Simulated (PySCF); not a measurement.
trigermane (H₈Ge₃), singlet, at a GFN2-xTB geometry; PySCF with TPSS/pcseg-1.

Input for PySCF:
```python
from pyscf import gto, scf, dft

mol = gto.Mole()
mol.atom = '''
    Ge    1.90001561    0.78760798    0.01267175
    Ge    0.15905914   -0.82974910   -0.11782222
    Ge   -2.05434673    0.01685078    0.10147719
    H     3.27897541    0.21486417   -0.12015679
    H     1.80378477    1.84519785   -1.04687745
    H     1.90523439    1.54160056    1.30964904
    H     0.39427060   -1.90879813    0.91539890
    H     0.28126416   -1.60150252   -1.41267263
    H    -2.46127627    0.90549142   -1.03640104
    H    -2.24165164    0.85542957    1.33132862
    H    -3.11189834   -1.04299234    0.17727632
'''
mol.basis = 'pcseg-1'
mol.verbose = 4
mol.build()

mf = dft.RKS(mol)
mf.xc = 'tpss'
mf.kernel()
mf.analyze()
```

Output, abridged:

```
PySCF version 2.14.0

[INPUT] verbose = 4
[INPUT] num. atoms = 11
[INPUT] num. electrons = 104
[INPUT] charge = 0
[INPUT] spin (= nelec alpha-beta = 2S) = 0
[INPUT] symmetry False subgroup None
[INPUT] Mole.unit = angstrom
[INPUT] Symbol           X                Y                Z      unit          X                Y                Z       unit  Magmom
[INPUT]  1 Ge     1.900015610000   0.787607980000   0.012671750000 AA    3.590509135298   1.488363375722   0.023946137019 Bohr   0.0
[INPUT]  2 Ge     0.159059140000  -0.829749100000  -0.117822220000 AA    0.300578212209  -1.567998551104  -0.222651727188 Bohr   0.0
[INPUT]  3 Ge    -2.054346730000   0.016850780000   0.101477190000 AA   -3.882152684596   0.031843359185   0.191764096990 Bohr   0.0
[INPUT]  4 H      3.278975410000   0.214864170000  -0.120156790000 AA    6.196365494083   0.406034435282  -0.227063425107 Bohr   0.0
[INPUT]  5 H      1.803784770000   1.845197850000  -1.046877450000 AA    3.408659202962   3.486918582136  -1.978311666483 Bohr   0.0
[INPUT]  6 H      1.905234390000   1.541600560000   1.309649040000 AA    3.600371200203   2.913202851876   2.474878004900 Bohr   0.0
[INPUT]  7 H      0.394270600000  -1.908798130000   0.915398900000 AA    0.745063452968  -3.607105692782   1.729853215728 Bohr   0.0
[INPUT]  8 H      0.281264160000  -1.601502520000  -1.412672630000 AA    0.531512231056  -3.026401150601  -2.669564374369 Bohr   0.0
[INPUT]  9 H     -2.461276270000   0.905491420000  -1.036401040000 AA   -4.651138067191   1.711130791944  -1.958514120814 Bohr   0.0
[INPUT] 10 H     -2.241651640000   0.855429570000   1.331328620000 AA   -4.236107666282   1.616527606154   2.515846473595 Bohr   0.0
[INPUT] 11 H     -3.111898340000  -1.042992340000   0.177276320000 AA   -5.880635590089  -1.970969872619   0.335003693171 Bohr   0.0

nuclear repulsion = 757.760286287438
number of shells = 25
number of NR pGTOs = 302
number of NR cGTOs = 121
basis = pcseg-1
ecp = {}

******** <class 'pyscf.dft.rks.RKS'> ********
method = RKS
initial guess = minao
damping factor = 0
level_shift factor = 0
DIIS = <class 'pyscf.scf.diis.CDIIS'>
diis_start_cycle = 1
diis_space = 8
diis_damp = 0
SCF conv_tol = 1e-09
SCF conv_tol_grad = None
SCF max_cycles = 50
direct_scf = True
direct_scf_tol = 1e-13
XC library pyscf.dft.libxc version 7.1.2
    S. Lehtola, C. Steigemann, M. J. T. Oliveira, and M. A. L. Marques,  SoftwareX 7, 1–5 (2018)
XC functionals = tpss
    J. Tao, J. P. Perdew, V. N. Staroverov, and G. E. Scuseria,  Phys. Rev. Lett. 91, 146401 (2003)
    J. P. Perdew, J. Tao, V. N. Staroverov, and G. E. Scuseria,  J. Chem. Phys. 120, 6898 (2004)
    J. Tao, J. P. Perdew, V. N. Staroverov, and G. E. Scuseria,  Phys. Rev. Lett. 91, 146401 (2003)
    J. P. Perdew, J. Tao, V. N. Staroverov, and G. E. Scuseria,  J. Chem. Phys. 120, 6898 (2004)
radial grids:
    Treutler-Ahlrichs [JCP 102, 346 (1995); DOI:10.1063/1.469408] (M4) radial grids

becke partition: Becke, JCP 88, 2547 (1988); DOI:10.1063/1.454033
pruning grids: <function nwchem_prune>
grids dens level: 3
symmetrized grids: False
atomic radii adjust function: <function treutler_atomic_radii_adjust>
small_rho_cutoff = 0
Set gradient conv threshold to 3.16228e-05
Initial guess from minao.
tot grids = 140384
init E= -6233.11989788086
  HOMO = -0.293948956350497  LUMO = -0.0556732644657107  gap/eV = 6.48381
cycle= 1 E= -6235.02456949073  delta_E= -1.9  |g|= 0.331  |ddm|= 3.36
  HOMO = -0.28894724894839  LUMO = -0.0464201369715695  gap/eV = 6.59950
cycle= 2 E= -6235.02763416422  delta_E= -0.00306  |g|= 0.26  |ddm|= 0.821
  HOMO = -0.258913273228767  LUMO = -0.0212226354904632  gap/eV = 6.46789
cycle= 3 E= -6235.0454493052  delta_E= -0.0178  |g|= 0.059  |ddm|= 0.472
  HOMO = -0.269926140809574  LUMO = -0.0297052953257135  gap/eV = 6.53674
cycle= 4 E= -6235.0469284264  delta_E= -0.00148  |g|= 0.00809  |ddm|= 0.102
  HOMO = -0.270698970506682  LUMO = -0.0304284499895338  gap/eV = 6.53809
cycle= 5 E= -6235.04694926112  delta_E= -2.08e-05  |g|= 0.00225  |ddm|= 0.0163
  HOMO = -0.270595480425593  LUMO = -0.0303101875341358  gap/eV = 6.53850
cycle= 6 E= -6235.04695074232  delta_E= -1.48e-06  |g|= 0.000531  |ddm|= 0.00427
  HOMO = -0.270560032777063  LUMO = -0.0302817764078793  gap/eV = 6.53830
cycle= 7 E= -6235.04695084795  delta_E= -1.06e-07  |g|= 0.000106  |ddm|= 0.000922
  HOMO = -0.270562184869351  LUMO = -0.0302830538209808  gap/eV = 6.53833
cycle= 8 E= -6235.04695085371  delta_E= -5.76e-09  |g|= 1.09e-05  |ddm|= 0.00018
  HOMO = -0.270562281745249  LUMO = -0.0302829944493292  gap/eV = 6.53833
cycle= 9 E= -6235.04695085376  delta_E= -5e-11  |g|= 1.22e-06  |ddm|= 2.01e-05
  HOMO = -0.27056250592881  LUMO = -0.0302831974892568  gap/eV = 6.53833
Extra cycle  E= -6235.04695085373  delta_E= 2.18e-11  |g|= 9.59e-07  |ddm|= 4.24e-06
converged SCF energy = -6235.04695085373
**** SCF Summaries ****
Total Energy =                       -6235.046950853733506
Nuclear Repulsion Energy =             757.760286287437566
One-electron Energy =               -10201.386633947622613
Two-electron Energy =                 3208.579396806451314
Two-electron Coulomb Energy =         3448.616702531413921
DFT Exchange-Correlation Energy =     -240.037305724962721
HOMO-LUMO gap [eV] =                     6.538333014567324
**** MO energy ****
MO #1   energy= -397.599408087887  occ= 2
MO #2   energy= -397.593879040882  occ= 2
MO #3   energy= -397.593801966629  occ= 2
MO #4   energy= -49.2241571022936  occ= 2
MO #5   energy= -49.2189431189048  occ= 2
MO #6   energy= -49.2188668859044  occ= 2
MO #7   energy= -43.7901088178728  occ= 2
MO #8   energy= -43.7896983326686  occ= 2
MO #9   energy= -43.7896302291943  occ= 2
MO #10  energy= -43.7847577640423  occ= 2
MO #11  energy= -43.7846803809785  occ= 2
MO #12  energy= -43.7844507259468  occ= 2
MO #13  energy= -43.7844309335033  occ= 2
MO #14  energy= -43.7843753557595  occ= 2
MO #15  energy= -43.7843549648628  occ= 2
MO #16  energy= -6.01874187168788  occ= 2
MO #17  energy= -6.01420470268051  occ= 2
MO #18  energy= -6.01413010918099  occ= 2
MO #19  energy= -4.22762227066597  occ= 2
MO #20  energy= -4.22652998115312  occ= 2
MO #21  energy= -4.22638026818071  occ= 2
MO #22  energy= -4.22283428111843  occ= 2
MO #23  energy= -4.22275609742045  occ= 2
MO #24  energy= -4.22203150472566  occ= 2
MO #25  energy= -4.22201847203798  occ= 2
MO #26  energy= -4.22195936478629  occ= 2
MO #27  energy= -4.22194422875123  occ= 2
MO #28  energy= -1.10808004083928  occ= 2
MO #29  energy= -1.10787132547916  occ= 2
MO #30  energy= -1.10525234217696  occ= 2
MO #31  energy= -1.10443409490992  occ= 2
MO #32  energy= -1.10347826017631  occ= 2
MO #33  energy= -1.10081793315565  occ= 2
MO #34  energy= -1.10063923341388  occ= 2
MO #35  energy= -1.09993656183948  occ= 2
MO #36  energy= -1.09992152766489  occ= 2
MO #37  energy= -1.09796278215877  occ= 2
MO #38  energy= -1.09786665006606  occ= 2
MO #39  energy= -1.09774044485135  occ= 2
MO #40  energy= -1.09741088165295  occ= 2
MO #41  energy= -1.09668333540251  occ= 2
MO #42  energy= -1.09562157311298  occ= 2
MO #43  energy= -0.561519763042134 occ= 2
MO #44  energy= -0.521157884132721 occ= 2
MO #45  energy= -0.472459848863947 occ= 2
MO #46  energy= -0.337811824205134 occ= 2
MO #47  energy= -0.329306508949628 occ= 2
MO #48  energy= -0.319027214780653 occ= 2
MO #49  energy= -0.316931224637187 occ= 2
MO #50  energy= -0.301567053900823 occ= 2
MO #51  energy= -0.287205042826552 occ= 2
MO #52  energy= -0.27056250592881  occ= 2
MO #53  energy= -0.0302831974892568 occ= 0
MO #54  energy= -0.00929972023585934 occ= 0
MO #55  energy= 0.000138272375576513 occ= 0
MO #56  energy= 0.000242598706589309 occ= 0
MO #57  energy= 0.0196851657200914 occ= 0
MO #58  energy= 0.037239869283475  occ= 0
MO #59  energy= 0.0574952415945593 occ= 0
MO #60  energy= 0.0636373895834219 occ= 0
 ** Mulliken pop on meta-lowdin orthogonal AOs  **
 ** Mulliken pop  **
 ** Mulliken atomic charges  **
charge of    0Ge =      0.15014
charge of    1Ge =      0.07487
charge of    2Ge =      0.15013
charge of    3H =     -0.04576
charge of    4H =     -0.05031
charge of    5H =     -0.05024
charge of    6H =     -0.04130
charge of    7H =     -0.04141
charge of    8H =     -0.04984
charge of    9H =     -0.05059
charge of   10H =     -0.04569
Dipole moment(X, Y, Z, Debye):  0.02452, -0.14951, -0.01841
```
